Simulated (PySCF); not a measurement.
hexafluoro-2-butyne (C₄F₆), SMILES FC(F)(C#CC(F)(F)F)F. Geometry: PBE-D3(BJ)/def2-SVP.

Q: Give the equilibrium geometry at PBE-D3(BJ)/def2-SVP (PySCF confirms it by a frequency run) as bond lengths and angles, and its point group. (The exact figures need the calculation; the answer reports its results.)

A: point group D3.
Atoms: F1 C2 F3 F4 C5 C6 C7 F8 F9 F10. Bonds (Å): F1–C2 1.348, C2–F3 1.348, C2–F4 1.348, C2–C5 1.475, C5–C6 1.218, C6–C7 1.475, C7–F8 1.348, C7–F9 1.348, C7–F10 1.348. Angles (°): F1–C2–F3 108.2, F1–C2–F4 108.2, F1–C2–C5 110.7, F3–C2–F4 108.2, F3–C2–C5 110.7, F4–C2–C5 110.7, C2–C5–C6 180.0, C5–C6–C7 180.0, C6–C7–F8 110.7, C6–C7–F9 110.7, C6–C7–F10 110.7, F8–C7–F9 108.2, F8–C7–F10 108.2, F9–C7–F10 108.2.
